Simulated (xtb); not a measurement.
H$_{3}$O$_{4}$S (SMILES O=S(O)(O)=[OH+]), charge +1, singlet, geometry from GFN2-xTB; GFN2-xTB in xtb 6.7.1.

xtb was given this input:
```
$ xtb mol.xyz --gfn 2 --chrg 1 --acc 1000 --json

# file mol.xyz
8

O      0.07747933    -1.16688503    -0.93747374
S      0.00513635    -0.07735650    -0.06214810
O     -1.37552753     0.54445488     0.07722509
O      0.88848750     1.10384932    -0.43194612
O      0.40278763    -0.37941267     1.37414663
H     -1.93477726     0.66485616    -0.69882339
H      1.78469266     0.95770216    -0.75592961
H      0.12208757    -1.20090634     1.79350759
```

What the program printed (banner, timings and long lists left out):

```
   ID    Z sym.   atoms
    1    8 O      1, 3-5
    2   16 S      2
    3    1 H      6-8

           -------------------------------------------------
          |                Calculation Setup                |
           -------------------------------------------------

           -------------------------------------------------
          |                 G F N 2 - x T B                 |
           -------------------------------------------------

          ...................................................
          :                      SETUP                      :
          :.................................................:
          :  # basis functions                  29          :
          :  # atomic orbitals                  28          :
          :  # shells                           14          :
          :  # electrons                        32          :
          :  max. iterations                   250          :
          :  Hamiltonian                  GFN2-xTB          :
          :  restarted?                      false          :
          :  GBSA solvation                  false          :
          :  PC potential                    false          :
          :  electronic temp.          300.0000000     K    :
          :  accuracy                 1000.0000000          :
          :  -> integral cutoff          0.2000000E+02      :
          :  -> integral neglect         0.1000000E-04      :
          :  -> SCF convergence          0.1000000E-02 Eh   :
          :  -> wf. convergence          0.1000000E+00 e    :
          :  Broyden damping             0.4000000          :
          :  net charge                          1          :
          :  unpaired electrons                  0          :
          ...................................................

 iter      E             dE          RMSdq      gap      omega  full diag
   1    -20.6809528 -0.206810E+02  0.874E+00   10.22       0.0  T
   2    -20.6973386 -0.163858E-01  0.511E+00    9.47       1.0  T
   3    -20.7046416 -0.730295E-02  0.111E+00    8.99       1.0  T
   4    -20.7059079 -0.126627E-02  0.584E-01    9.01       1.0  T
   5    -20.7065763 -0.668420E-03  0.235E-01    9.00       1.0  T
   6    -20.7067002 -0.123936E-03  0.579E-02    8.98       1.0  T

   *** convergence criteria satisfied after 6 iterations ***

         :::::::::::::::::::::::::::::::::::::::::::::::::::::
         ::                     SUMMARY                     ::
[...]
         :: total energy             -20.594164371887 Eh    ::
[...]
     2  16 S        3.468     1.823    86.042    15.612
     3   8 O        1.664    -0.511    23.121     6.491
     4   8 O        1.664    -0.511    23.121     6.491
     5   8 O        1.664    -0.511    23.121     6.491
     6   1 H        0.815     0.428     0.436     1.036
     7   1 H        0.815     0.428     0.436     1.036
     8   1 H        0.815     0.428     0.436     1.036

 Mol. C6AA /au·bohr⁶  :        932.847715
 Mol. C8AA /au·bohr⁸  :      25037.205090
 Mol. α(0) /au        :         44.960378

Wiberg/Mayer (AO) data.
largest (>0.10) Wiberg bond orders for each atom

 ---------------------------------------------------------------------------
     #   Z sym  total        # sym  WBO       # sym  WBO       # sym  WBO
 ---------------------------------------------------------------------------
     1   8 O    1.882 --     2 S    1.550     5 O    0.110     3 O    0.110
                             4 O    0.110
     2  16 S    4.780 --     1 O    1.550     4 O    1.065     5 O    1.065
                             3 O    1.065
     3   8 O    2.089 --     2 S    1.065     6 H    0.791     1 O    0.110
     4   8 O    2.089 --     2 S    1.065     7 H    0.791     1 O    0.110
     5   8 O    2.089 --     2 S    1.065     8 H    0.791     1 O    0.110
     6   1 H    0.817 --     3 O    0.791
     7   1 H    0.817 --     4 O    0.791
     8   1 H    0.817 --     5 O    0.791
 ---------------------------------------------------------------------------

Topologies differ in total number of bonds
Writing topology from bond orders to xtbtopo.mol

molecular dipole:
                 x           y           z       tot (Debye)
 q only:       -0.008       0.113       0.091
   full:       -0.011       0.168       0.135       0.548
molecular quadrupole (traceless):
                xx          xy          yy          xz          yz          zz
 q only:        5.671       0.690      -4.679       0.555      -8.352      -0.993
  q+dip:        6.596       0.803      -5.441       0.645      -9.713      -1.155
   full:        6.777       0.825      -5.591       0.663      -9.980      -1.186

           -------------------------------------------------
          | TOTAL ENERGY              -20.594164371887 Eh   |
          | GRADIENT NORM               0.001427333738 Eh/α |
          | HOMO-LUMO GAP               8.984931047273 eV   |
           -------------------------------------------------

normal termination of xtb
```
